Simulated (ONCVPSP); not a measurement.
# Transferability test, ONCV potential for Fe

| Item | Value |
| --- | --- |
| Element | Fe (Z = 26) |
| Generator | ONCVPSP 4.0.1 |
| Type | optimised norm-conserving Vanderbilt (ONCV) |
| Functional | PBE |
| Relativity | scalar-relativistic |
| Frozen core | [Ne] |
| Valence charge | 16 |
| Reference configuration | 3s2 3p6 3d6 4s2 |
| Partial waves | 3s+4s: rc 1.55 bohr, ncon 4, nbas 8, qcut 9.1 1/bohr, 3 projectors, debl 1.2 Ha; 3p: rc 1.10 bohr, ncon 4, nbas 7, qcut 12.3 1/bohr, 2 projectors, debl 3.1 Ha; 3d: rc 1.80 bohr, ncon 4, nbas 8, qcut 7.8 1/bohr, 2 projectors, debl 0.6 Ha |
| Local potential | polynomial inside 0.80 bohr (lpopt 5, dvloc0 -1 Ha) |
| Core correction | none |

Energies are relative to the spin-unpolarised reference configuration 3s2 3p6 3d6 4s2; without spin polarisation the order of configurations can differ from experiment.

Give the all-electron excitation energy and the error of the potential for: 3s2 3p6 3d6 4s1; 3s2 3p6 3d6 4s0; 3s2 3p6 3d5 4s0; 3s2 3p6 3d6 4s1 4p1.

| valence configuration | charge | ΔE all-electron (eV) | error AE − PS (meV) |
| --- | --- | --- | --- |
| 3s2 3p6 3d6 4s1 | +1 | 8.729 | +1.3 |
| 3s2 3p6 3d6 4s0 | +2 | 24.932 | +4.5 |
| 3s2 3p6 3d5 4s0 | +3 | 59.155 | +72 |
| 3s2 3p6 3d6 4s1 4p1 | 0 | 4.105 | 0.0 |

Levels in the configuration 3s2 3p6 3d6 4s1 4p1:

```json
{"level": "3s", "all-electron (eV)": "-95.759", "pseudo (eV)": "-95.783"}
{"level": "3p", "all-electron (eV)": "-61.789", "pseudo (eV)": "-61.807"}
{"level": "3d", "all-electron (eV)": "-9.189", "pseudo (eV)": "-9.209"}
{"level": "4s", "all-electron (eV)": "-6.360", "pseudo (eV)": "-6.359"}
{"level": "4p", "all-electron (eV)": "-2.121", "pseudo (eV)": "-2.120"}
```
